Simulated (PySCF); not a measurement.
Spinor energies of Sb⁺ (antimony, charge +1)

Start: [Kr] 4d10 5s2 5p2; 5p3/2 filled at m_j = +1/2, +3/2. Calculated with PySCF 2.14 in x2c-SVPall-2c with one added diffuse shell each of s, p type (7s9p4d, 54 functions): generalised Hartree-Fock with the X2C-1e Hamiltonian and a Gaussian nucleus; one run each with spin-orbit coupling (SO) switched off, then screened by Boettger's factors. This is a chosen level, not necessarily the ground level.

| spinor shell | electrons | ε, spin-free (eV) | ε, screened SO (eV) | weight of nominal j (screened SO) | rms radius, screened SO (bohr) |
| --- | --- | --- | --- | --- | --- |
| 1s1/2 | 2 | -30646.7 | -30643.8 | 1.000 | 0.0326 |
| 2s1/2 | 2 | -4763.9 | -4763.1 | 1.000 | 0.133 |
| 2p1/2 | 2 | -4271.7 | -4446.7 | 1.000 | 0.115 |
| 2p3/2 | 4 | -4271.7 | -4192.0 | 1.000 | 0.120 |
| 3s1/2 | 2 | -980.84 | -980.63 | 1.000 | 0.352 |
| 3p1/2 | 2 | -816.21 | -849.45 | 1.000 | 0.345 |
| 3p3/2 | 4 | -816.21 | -800.99 | 1.000 | 0.356 |
| 3d3/2 | 4 | -565.32 | -571.06 | 1.000 | 0.330 |
| 3d5/2 | 6 | -565.32 | -561.30 | 1.000 | 0.333 |
| 4s1/2 | 2 | -184.65 | -184.62 | 1.000 | 0.841 |
| 4p1/2 | 2 | -131.74 | -137.90 | 1.000 | 0.894 |
| 4p3/2 | 4 | -131.74 | -128.93 | 1.000 | 0.921 |
| 4d3/2 | 4 | -52.461 | -53.235 | 0.991 | 1.11 |
| 4d5/2 | 6 | -52.461 | -51.938 | 0.994 | 1.11 |
| 5s1/2 | 2 | -24.548 | -24.565 | 0.999 | 2.36 |
| 5p3/2 | 2 | -16.320 | -16.220 | 0.657 | 2.89 |

```json
{"quantity": "E (hartree)", "spin-free": "-6476.18268", "screened SO": "-6477.80450"}
{"quantity": "M_J", "spin-free": "2", "screened SO": "2"}
{"quantity": "⟨J²⟩", "spin-free": "6.009", "screened SO": "6.006"}
{"quantity": "⟨L²⟩", "spin-free": "2.006", "screened SO": "2.530"}
{"quantity": "⟨S²⟩", "spin-free": "2.003", "screened SO": "1.774"}
```

Each row is a mean over spinors that exchange with the open shell spreads, by up to 3.732 eV (5s1/2).

Rows whose weight is well below 1 are mixtures of j = l ± 1/2: exchange outweighs spin-orbit coupling there, and the label is only the starting occupation.

Breit and QED terms are absent; they matter most for the inner s and p1/2 levels.

Densities and radii are taken from the X2C orbitals without a picture-change correction, which distorts them close to the nucleus.

Without spin-orbit coupling the j labels of p, d and f shells carry no meaning; the spin-free column gives the mean over the occupied spinors of each nl shell.
